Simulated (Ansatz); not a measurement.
Consider the ligand exchange at the Si–C bond: `OC(F)(F)[SiH2]Cl` + H₂S → `S[SiH2]Cl` + `OC(F)F`.

Gas-phase electronic energies from Ansatz, PBE0-D4/def2-TZVP geometries. CBS: MP2 limit from def2 TZ/QZ plus the TZ coupled-cluster correction, frozen cores. This one scheme is used for every species. DFT in def2-TZVPP. Each species was taken in one conformer, which may not be the lowest.

`OC(F)(F)[SiH2]Cl`:

```xyz
9

O    -1.375    0.154    0.878
C    -0.130   -0.306    0.643
F    -0.124   -1.672    0.621
F     0.705    0.022    1.684
Si    0.610    0.428   -0.975
Cl   -0.547   -0.150   -2.552
H    -1.717   -0.254    1.687
H     1.972   -0.123   -1.126
H     0.606    1.901   -0.860
```

H₂S:

Cartesian coordinates in Å:
```
S 0.540 0.015 0.303
H -0.273 0.959 -0.195
H -0.267 -0.974 -0.108
```

`S[SiH2]Cl`:

Cartesian coordinates in Å:
```
S -1.471 0.610 -0.610
Si 0.282 -0.421 -0.008
Cl 0.603 -0.337 2.019
H -0.961 1.829 -0.362
H 1.485 0.151 -0.649
H 0.062 -1.832 -0.390
```

`OC(F)F`:

Z-matrix (Å, degrees):
```
C
F 1 1.355
F 1 1.355 2 105.7
O 1 1.346 2 111.4 3 -121.2
H 1 1.091 2 109.4 3 117.7
H 4 0.966 1 108.8 2 58.9
```

Is it downhill or uphill in electronic energy at CCSD(T)/CBS, and by how much? (Best estimate.)

Ansatz gave: Downhill: ΔE = -0.98 eV.

What do these levels give: ωB97X-V, B2PLYP, PBE, MP2/def2-TZVPP, CCSD(T)/def2-TZVPP, HF/CBS(def2)? (An estimate is asked.)

Computed: ωB97X-V -0.95, B2PLYP -1.00, PBE -0.98, MP2/def2-TZVPP -1.06, CCSD(T)/def2-TZVPP -0.98, HF/CBS(def2) -1.07 eV.

Largest T1 diagnostic among the species: 0.012.

From PBE to PBE0 (25 % exact exchange), in def2-TZVPP and without D4, ΔE moves by −0.06 eV.
